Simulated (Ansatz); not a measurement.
The first iterations of a band of CH$_{3}$AlClF (7 atoms, charge 0, multiplicity 1).

The calculation used RKS r2SCAN-D4/def2-SVP (Ansatz).

| Item | Value |
| --- | --- |
| movable images | 5 |
| climbing image | from the first iteration |
| spring | 5.0 eV/Å² |
| optimiser | lbfgs |
| start path | through a guess of the saddle point |
| force threshold | 0.05 eV/Å |
| iteration limit | 60 |
| end points | relaxed |

Initial state:

```xyz
7
Properties=species:S:1:pos:R:3
Al 0.693 -0.105 0.698
F 1.920 -1.226 0.656
C -0.611 0.019 -0.717
H -0.440 -0.726 -1.510
Cl 0.666 1.147 2.379
H -1.632 -0.128 -0.325
H -0.597 1.020 -1.181
```

Final state:

```xyz
7
Properties=species:S:1:pos:R:3
Al 0.678 -0.108 0.710
F 1.683 -1.427 0.835
C -0.605 0.035 -0.722
H -0.245 -0.451 -1.643
Cl 0.892 1.339 2.213
H -1.545 -0.470 -0.439
H -0.858 1.082 -0.952
```

| iteration | highest image above the first end (eV) | largest band force component (eV/Å) |
| --- | --- | --- |
| 1 | 3.524 | 3.282 |
| 2 | 3.162 | 2.452 |
| 3 | 2.506 | 2.648 |
| 4 | 2.120 | 2.581 |
| 5 | 1.163 | 2.024 |
| 6 | 0.853 | 1.880 |
| 7 | 0.517 | 1.123 |
| 8 | 0.414 | 1.140 |
| 9 | 0.374 | 0.551 |
| 10 | 0.303 | 1.212 |
| 11 | 0.265 | 0.450 |
| 12 | 0.256 | 0.537 |
| 13 | 0.246 | 0.384 |
| 14 | 0.228 | 0.996 |
| 15 | 0.204 | 0.259 |
| 16 | 0.198 | 0.345 |
| 17 | 0.192 | 0.255 |
| 18 | 0.175 | 0.844 |
| 19 | 0.158 | 0.203 |

Does the band converge within its limit, and where does its top end?

It converged. It ended after 57 iterations with the highest image 0.012 eV above the first end. The order of the stationary point at the top wasn't checked.

The run took 2.9 min on 2 threads of AMD EPYC 9R45 96-Core Processor (Zen 5) (shared host), peak memory 0.17 GiB.
